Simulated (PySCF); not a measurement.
F3Sn, charge +1, singlet, at a GFN2-xTB geometry (such geometries of metal compounds can be far from the true shape) (core potentials on Sn); WB97X/def2-SVP (PySCF).

Here is a job for PySCF.
```python
from pyscf import gto, scf, dft

mol = gto.Mole()
mol.atom = '''
    Sn    0.000000   -0.000000    0.000000
    F    -1.725569   -1.090080    0.066814
    F    -0.010204    1.880154   -0.797021
    F     1.735773   -0.790074    0.730207
'''
mol.basis = 'def2-svp'
mol.ecp = {'Sn': 'def2-svp'}
mol.charge = 1
mol.spin = 0
mol.verbose = 3
mol.build()

mf = dft.RKS(mol)
mf.xc = 'wb97x'
mf.grids.level = 1
mf.kernel()
mf.analyze()
```

Question: Write the output that PySCF gives for this input, abridged.

Answer: 
```
converged SCF energy = -513.192911565155
**** MO energy ****
MO #1   energy= -25.0118176926088  occ= 2
MO #2   energy= -25.011747485589   occ= 2
MO #3   energy= -25.0116648610858  occ= 2
MO #4   energy= -5.61233418777828  occ= 2
MO #5   energy= -3.96943988812358  occ= 2
MO #6   energy= -3.95636171483828  occ= 2
MO #7   energy= -3.95636090888516  occ= 2
MO #8   energy= -1.56248723195936  occ= 2
MO #9   energy= -1.55711058046603  occ= 2
MO #10  energy= -1.55710848766939  occ= 2
MO #11  energy= -1.5444571292146   occ= 2
MO #12  energy= -1.54445213847196  occ= 2
MO #13  energy= -1.49022419658613  occ= 2
MO #14  energy= -1.47594965991781  occ= 2
MO #15  energy= -1.47593091222723  occ= 2
MO #16  energy= -0.914634048851852 occ= 2
MO #17  energy= -0.801535586974772 occ= 2
MO #18  energy= -0.801522894186663 occ= 2
MO #19  energy= -0.78057630356128  occ= 2
MO #20  energy= -0.763922669949242 occ= 2
MO #21  energy= -0.763898542614086 occ= 2
MO #22  energy= -0.763600987044646 occ= 2
MO #23  energy= -0.763587886747826 occ= 2
MO #24  energy= -0.759707615036429 occ= 2
MO #25  energy= -0.400139954115055 occ= 0
MO #26  energy= -0.289795819082361 occ= 0
MO #27  energy= -0.159859192836072 occ= 0
MO #28  energy= -0.159855347805776 occ= 0
MO #29  energy= 0.00602325187612962 occ= 0
MO #30  energy= 0.0749110325313502 occ= 0
MO #31  energy= 0.11352091122929   occ= 0
MO #32  energy= 0.113536783936235  occ= 0

WARN: System has nonzero charge 1; the dipole moment is origin-dependent.
Location of origin: [0. 0. 0.]

Dipole moment(X, Y, Z, Debye): -0.00017, -0.00010, -0.00086
```
